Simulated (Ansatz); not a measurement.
System: sum formula Si2NHCl6 (charge 0, singlet). SMILES: Cl[Si](N[Si](Cl)(Cl)Cl)(Cl)Cl
Structure (B3LYP-D3(BJ)/def2-TZVP (Ansatz, a program for electronic structure) minimum search):
```
N
H 1 1.0125
Si 1 1.7072 2 114.65
Si 1 1.7072 2 114.65 3 -180.00
Cl 4 2.0354 1 109.70 2 142.88
Cl 3 2.0354 1 109.70 2 142.88
Cl 3 2.0391 1 112.43 2 -96.80
Cl 4 2.0391 1 112.43 2 -96.80
Cl 3 2.0410 1 107.52 2 22.41
Cl 4 2.0410 1 107.52 2 22.41
```

Property: atomisation energy (electronic, to ground-state atoms), in kJ/mol. Correlated levels leave the core frozen unless marked. Open shells are spin-unrestricted. No spin-orbit coupling. No relativistic terms. The coupled-cluster limit lacks core correlation, which all-electron functionals hold. CBS(X,Y): correlation extrapolated as X^-3; Hartree-Fock from the larger set. [CCSD(T)-MP2]/basis is that difference in the basis named.

| level | program | atomisation energy (kJ/mol) |
|---|---|---|
| PBE-D3(BJ)/def2-TZVPD | Ansatz + dftd3 | 3597.3 |
| revPBE-D3(BJ)/def2-TZVPD | Ansatz + dftd3 | 3487.3 |
| B3LYP-D3(BJ)/def2-TZVPD | Ansatz + dftd3 | 3475.5 |
| B3LYP/def2-TZVPD | Ansatz | 3367.5 |
| PBE0/6-31G* | Ansatz | 3357.9 |
| BHLYP-D3(BJ)/def2-TZVPD | Ansatz + dftd3 | 3394.8 |
| LC-wPBE-D4/def2-TZVPD | Ansatz + dftd4 | 3550.4 |
| wB97X-V/def2-TZVPD | Ansatz | 3566.8 |
| B2GP-PLYP-D3(BJ)/def2-TZVPD | Ansatz + dftd3 | 3510.8 |
| B2PLYP/def2-TZVPD | Ansatz | 3434.4 |
| RPA@PBE/cc-pV(Q+d)Z | Ansatz | 3213.9 |
| RI-MP2/aug-cc-pV(T+d)Z | Ansatz | 3601.6 |
| RI-MP2/CBS(cc-pV(T+d)Z,cc-pV(Q+d)Z) | Ansatz | 3732.9 |
| SCS-MP2/6-31G* | Ansatz | 3105.4 |
| CCSD/6-31G* | Ansatz | 3013.0 |
| CCSD/cc-pV(T+d)Z | Ansatz | 3293.5 |
| CCSD(T)/STO-3G | Ansatz | 3070.3 |
| CCSD(T)/6-31G* | Ansatz | 3066.8 |
| CCSD(T)/cc-pwCVTZ | Ansatz | 3391.2 |
| RI-MP2/CBS(cc-pV(T+d)Z,cc-pV(Q+d)Z)+[CCSD(T)-MP2]/cc-pV(D+d)Z | Ansatz | 3565.4 |
| RI-MP2/CBS(aug-cc-pV(T+d)Z,aug-cc-pV(Q+d)Z)+[CCSD(T)-MP2]/aug-cc-pV(T+d)Z | Ansatz | 3555.0 |
